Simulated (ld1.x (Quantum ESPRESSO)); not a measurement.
# Which change was made? (Al, TM)

* Element: Al (Z = 13)
* Generator: ld1.x (Quantum ESPRESSO) 7.5
* Type: norm-conserving Troullier–Martins (Kleinman–Bylander form)
* Functional: BLYP
* Relativity: scalar-relativistic
* Frozen core: [Ne]
* Valence charge: 3
* Reference configuration: 3s2 3p1
* Partial waves: 3s (bound): rc 2.20 bohr; 3p (bound): rc 2.25 bohr
* Local potential: all-electron potential smoothed inside 2.10 bohr (lloc = -1)
* Core correction: a·sin(br)/r model core inside 1.20 bohr

Cutoffs, loose and tight: the cutoffs (Ry, on a coarse ladder) from which the occupation-weighted sum of valence levels, in a spherical-Bessel basis at the reference potential, stays within 10 and 1 mRy of its value at 400 Ry. They do not see the model core or the augmentation charge, which bear on the density cutoff. Test errors are all-electron minus pseudo excitation energies from the reference, over the configurations 3s2 3p0; 3s1 3p0; 3s2 3p0.5; 3s2 3p1.3; 3s1 3p2; 3s0 3p3; 3s1 3p1; variants that change the core or the reference have their own tests.

The base gives: outcome: generated; cutoff, loose: 10 Ry; cutoff, tight: 25 Ry; bound ghosts: none; largest test error (meV): +19.

Q: After one change the result is: outcome: generated; cutoff, loose: 8 Ry; cutoff, tight: 18 Ry; bound ghosts: none; largest test error (meV): -49. Which change was it?
A. all radii but the core radius scaled by about 1.23 (s 2.70, p 2.76 bohr); local potential all-electron potential smoothed inside 2.56 bohr (lloc = -1)
B. all radii but the core radius scaled by about 0.77 (s 1.70, p 1.74 bohr); local potential all-electron potential smoothed inside 1.62 bohr (lloc = -1)
C. all radii but the core radius scaled by about 1.38 (s 3.04, p 3.10 bohr); local potential all-electron potential smoothed inside 2.90 bohr (lloc = -1)

A: A. The others give: all radii but the core radius scaled by about 1.38 (s 3.04, p 3.10 bohr); local potential all-electron potential smoothed inside 2.90 bohr (lloc = -1) → outcome: generated; cutoff, loose: 6 Ry; cutoff, tight: 12 Ry; bound ghosts: none; largest test error (meV): -95 | all radii but the core radius scaled by about 0.77 (s 1.70, p 1.74 bohr); local potential all-electron potential smoothed inside 1.62 bohr (lloc = -1) → outcome: generated; cutoff, loose: 12 Ry; cutoff, tight: 35 Ry; bound ghosts: none; largest test error (meV): +22.
